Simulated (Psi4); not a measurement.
Pair of molecules: H2 (SMILES [H][H]) (first 2 atoms) with CH6Si (SMILES C[SiH3]); geometry from B3LYP-D3(BJ)/def2-TZVP, rigid monomers moved along the line of their centres of mass till H1···Si4 is 3.91 Å.
(charge 0, multiplicity 1):
```json
[
 {"atom": "H", "x (Å)": "-0.6120", "y (Å)": "0.3041", "z (Å)": "0.1378"},
 {"atom": "H", "x (Å)": "0.0307", "y (Å)": "0.2685", "z (Å)": "-0.2356"},
 {"atom": "C", "x (Å)": "0.8034", "y (Å)": "-1.1728", "z (Å)": "3.7431"},
 {"atom": "Si", "x (Å)": "-0.1970", "y (Å)": "0.3884", "z (Å)": "4.0259"},
 {"atom": "H", "x (Å)": "1.7642", "y (Å)": "-1.1169", "z (Å)": "4.2580"},
 {"atom": "H", "x (Å)": "0.9972", "y (Å)": "-1.3229", "z (Å)": "2.6798"},
 {"atom": "H", "x (Å)": "0.2704", "y (Å)": "-2.0488", "z (Å)": "4.1171"},
 {"atom": "H", "x (Å)": "-0.4596", "y (Å)": "0.5842", "z (Å)": "5.4729"},
 {"atom": "H", "x (Å)": "-1.5018", "y (Å)": "0.3081", "z (Å)": "3.3245"},
 {"atom": "H", "x (Å)": "0.5303", "y (Å)": "1.5772", "z (Å)": "3.5187"}
]
```

Computed with Psi4 with SAPT0/jun-cc-pV(D+d)Z.

### Question
Which attractive term is largest, and how does the interaction split up?

### Answer
electrostatics -4.4, exchange 6.0, induction -0.6, dispersion -7.4, total -6.4 meV; the largest attraction is dispersion.
